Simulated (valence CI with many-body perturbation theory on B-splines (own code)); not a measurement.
**Os³⁷⁺: E2, M1 decay**

Calculated by valence CI with perturbative core correlation (CI+MBPT): three valence electrons over a frozen Dirac-Fock core [Kr], radial functions for each j: 7 s, 7 p, 8 d, 6 f, 4 g, 1 h, with the one-electron correlation potential Σ1 (screened to all orders), the two-electron term Σ2, the three-electron term Σ3, Breit, model QED; selected single and double excitations, second order for the rest, scaled by the run's own slope (own B-spline code, finite nucleus).

The last digits are not significant, and no measured levels were compared; by estimate large intervals hold to a few tenths of a per cent, small ones and those within an open d or f shell to about a per cent. The list stops below the first excitations out of the core.

Lines 1 to 50 of 54 in falling wavelength, among levels below 1060100 cm⁻¹, chosen from the decays that carry over 1 % of a level's rate. Wavelengths and rates use the calculated energies. Electric multipoles are in the length gauge, E1 and E2 with the static RPA response of the core. S is in atomic units (e²a₀⁴ for E2 and M2, e²a₀⁶ for E3), for M1 in squared Bohr magnetons. Weak lines are less certain than strong ones. Lines between different terms over intervals too small for the method are left out, as are lines whose strength nearly cancels. The highest levels of a list are the least certain.

Levels are named by their leading jj configuration (3d3/2^4 stands for four electrons in 3d with j = 3/2), which in mixed levels can hold well under half, so a name can repeat and another be missing. Letters in brackets count levels of one name in rising energy.

```csv
λ vac (nm),Upper,Lower,Type,A (s⁻¹),S (a.u.)
4014,(4d3/2^2 4d5/2) J=9/2,(4d3/2^2 4d5/2) J=7/2,M1,1.13e-01,2.72e+00
306.1,(4d3/2^2 4d5/2) J=7/2,(4d3/2^2 4d5/2) J=5/2 [a],M1,4.90e+02,4.17e+00
137.8,(4d3/2^2 4d5/2) J=5/2 [b],(4d3/2^2 4d5/2) J=7/2,M1,3.82e+02,2.22e-01
135.8,(4d3/2 4d5/2^2) J=7/2 [b],(4d3/2 4d5/2^2) J=7/2 [a],M1,8.91e+02,6.61e-01
117.1,(4d3/2^2 4d5/2) J=5/2 [b],(4d3/2^2 4d5/2) J=3/2,M1,2.26e+03,8.08e-01
106.2,(4d3/2 4d5/2^2) J=3/2 [b],(4d3/2 4d5/2^2) J=1/2,M1,2.05e+03,3.64e-01
102.6,(4d3/2 4d5/2^2) J=3/2 [a],(4d3/2^2 4d5/2) J=5/2 [b],M1,2.44e+03,3.91e-01
102.1,(4d5/2^3) J=3/2,(4d3/2 4d5/2^2) J=3/2 [b],M1,3.62e+03,5.71e-01
96.57,(4d3/2 4d5/2^2) J=3/2 [b],(4d3/2 4d5/2^2) J=3/2 [a],M1,3.33e+03,4.45e-01
95.03,(4d3/2^2 4d5/2) J=5/2 [b],(4d3/2^2 4d5/2) J=5/2 [a],M1,6.37e+02,1.22e-01
88.65,(4d3/2 4d5/2^2) J=5/2 [a],(4d3/2^2 4d5/2) J=5/2 [b],M1,1.45e+04,2.25e+00
76.26,(4d5/2^3) J=5/2,(4d3/2 4d5/2^2) J=3/2 [b],M1,9.32e+03,9.20e-01
72.67,(4d3/2 4d5/2^2) J=5/2 [b],(4d3/2^2 4d5/2) J=5/2 [b],M1,2.24e+04,1.91e+00
71.15,(4d5/2^3) J=9/2,(4d3/2 4d5/2^2) J=11/2,M1,5.69e+03,7.60e-01
70.86,(4d3/2 4d5/2^2) J=7/2 [a],(4d3/2^2 4d5/2) J=7/2,M1,2.64e+04,2.79e+00
70.31,(4d3/2 4d5/2^2) J=7/2 [b],(4d3/2^2 4d5/2) J=5/2 [b],M1,5.33e+03,5.50e-01
69.66,(4d3/2^2 4d5/2) J=5/2 [a],(4d3/2^3) J=3/2,M1,7.42e+04,5.58e+00
65.18,(4d3/2 4d5/2^2) J=9/2,(4d3/2^2 4d5/2) J=9/2,M1,5.14e+04,5.27e+00
64.14,(4d3/2 4d5/2^2) J=9/2,(4d3/2^2 4d5/2) J=7/2,M1,3.09e+04,3.02e+00
61.98,(4d5/2^3) J=3/2,(4d3/2 4d5/2^2) J=5/2 [b],M1,5.74e+03,2.03e-01
61.19,(4d3/2^2 4d5/2) J=3/2,(4d3/2^3) J=3/2,M1,6.02e+04,2.04e+00
60.25,(4d3/2 4d5/2^2) J=3/2 [a],(4d3/2^2 4d5/2) J=1/2,M1,1.80e+04,5.85e-01
58.09,(4d5/2^3) J=9/2,(4d3/2 4d5/2^2) J=9/2,M1,6.93e+04,5.04e+00
57.54,(4d3/2 4d5/2^2) J=7/2 [a],(4d3/2^2 4d5/2) J=5/2 [a],M1,1.16e+05,6.56e+00
57.02,(4d3/2 4d5/2^2) J=1/2,(4d3/2^2 4d5/2) J=1/2,M1,1.05e+05,1.45e+00
56.74,(4d3/2^2 4d5/2) J=7/2,(4d3/2^3) J=3/2,E2,2.43e+01,1.02e-02
55.48,(4d3/2^2 4d5/2) J=1/2,(4d3/2^3) J=3/2,M1,2.26e+04,2.86e-01
54.70,(4d3/2 4d5/2^2) J=3/2 [a],(4d3/2^2 4d5/2) J=3/2,M1,1.05e+05,2.56e+00
54.05,(4d3/2 4d5/2^2) J=11/2,(4d3/2^2 4d5/2) J=9/2,M1,3.44e+04,2.41e+00
53.95,(4d3/2 4d5/2^2) J=5/2 [a],(4d3/2^2 4d5/2) J=7/2,M1,4.02e+03,1.40e-01
53.72,(4d5/2^3) J=3/2,(4d3/2 4d5/2^2) J=5/2 [a],M1,6.16e+04,1.42e+00
53.50,(4d5/2^3) J=9/2,(4d3/2 4d5/2^2) J=7/2 [a],M1,9.80e+04,5.57e+00
52.66,(4d5/2^3) J=5/2,(4d3/2 4d5/2^2) J=7/2 [b],M1,2.33e+04,7.57e-01
52.05,(4d5/2^3) J=3/2,(4d3/2 4d5/2^2) J=1/2,M1,4.29e+04,8.98e-01
52.03,(4d3/2 4d5/2^2) J=1/2,(4d3/2^2 4d5/2) J=3/2,M1,6.05e+03,6.31e-02
51.41,(4d5/2^3) J=5/2,(4d3/2 4d5/2^2) J=5/2 [b],M1,3.75e+04,1.13e+00
50.46,(4d3/2 4d5/2^2) J=5/2 [a],(4d3/2^2 4d5/2) J=3/2,M1,5.85e+04,1.67e+00
49.75,(4d3/2 4d5/2^2) J=3/2 [b],(4d3/2^2 4d5/2) J=5/2 [b],M1,5.96e+04,1.09e+00
49.63,(4d5/2^3) J=3/2,(4d3/2 4d5/2^2) J=3/2 [a],M1,6.89e+04,1.25e+00
49.34,(4d3/2 4d5/2^2) J=3/2 [a],(4d3/2^2 4d5/2) J=5/2 [a],M1,4.86e+04,8.66e-01
47.58,(4d3/2 4d5/2^2) J=5/2 [b],(4d3/2^2 4d5/2) J=7/2,M1,2.92e+04,6.99e-01
47.10,(4d3/2 4d5/2^2) J=7/2 [b],(4d3/2^2 4d5/2) J=9/2,M1,1.66e+04,5.13e-01
46.56,(4d3/2 4d5/2^2) J=7/2 [b],(4d3/2^2 4d5/2) J=7/2,M1,1.84e+04,5.51e-01
45.86,(4d3/2 4d5/2^2) J=5/2 [a],(4d3/2^2 4d5/2) J=5/2 [a],M1,9.00e+03,1.93e-01
45.60,(4d5/2^3) J=5/2,(4d3/2 4d5/2^2) J=5/2 [a],M1,6.04e+04,1.27e+00
42.61,(4d5/2^3) J=5/2,(4d3/2 4d5/2^2) J=3/2 [a],M1,6.90e+04,1.19e+00
41.18,(4d3/2 4d5/2^2) J=5/2 [b],(4d3/2^2 4d5/2) J=5/2 [a],M1,3.14e+03,4.87e-02
40.41,(4d3/2 4d5/2^2) J=7/2 [b],(4d3/2^2 4d5/2) J=5/2 [a],M1,3.61e+03,7.06e-02
40.19,(4d3/2^2 4d5/2) J=5/2 [b],(4d3/2^3) J=3/2,M1,7.66e+03,1.11e-01
37.94,(4d5/2^3) J=5/2,(4d3/2 4d5/2^2) J=7/2 [a],M1,3.75e+04,4.56e-01
```
